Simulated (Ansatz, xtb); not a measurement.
## C3H8O3Si2: 3 structures ranked

3 gas-phase structures of C3H8O3Si2, from a drawn sample of its isomers (lower ones may exist). Each was relaxed with GFN2-xTB; where two conformers were screened, the lower at r2SCAN-D4/def2-SVP is listed:

A. `[SiH3]O[Si@@H]1OC=CCO1`, a singlet
B. `C[Si@@H]1O[SiH2]CC(=O)O1`, a singlet
C. `O[Si@@H]1O[SiH2]C2(CC2)O1`, a singlet

Question: Make a reasoned guess at their ranking by r2SCAN-D4/def2-SVP single-point energy.

Answer: Calculated order at r2SCAN-D4/def2-SVP: B (0.0), C (75.0), A (86.2) kJ/mol.

Energies above the lowest of each column, in kJ/mol; the last columns are at B3LYP/def2-SVP geometries:

```tsv
structure	GFN2-xTB	HF/STO-3G	r2SCAN-D4/def2-SVP	B3LYP/def2-SVP	CCSD(T)/def2-SVP + ΔMP2/def2-TZVPP
B	68.7	0.0	0.0	0.0	0.0
C	35.4	107.3	75.0	81.7	44.1
A	0.0	106.4	86.2	68.3	59.2
```

CCSD(T)/def2-SVP + ΔMP2/def2-TZVPP puts B lowest; GFN2-xTB picks A. Flexible structures stand in one conformer each, not always the lowest. The ΔMP2 step shifts differences by up to 24.4 kJ/mol, which makes them less sure. ΔMP2 is the change of the MP2 energy from the smaller to the larger basis.

Programs: Ansatz 0.2.0, xtb 6.7.1.
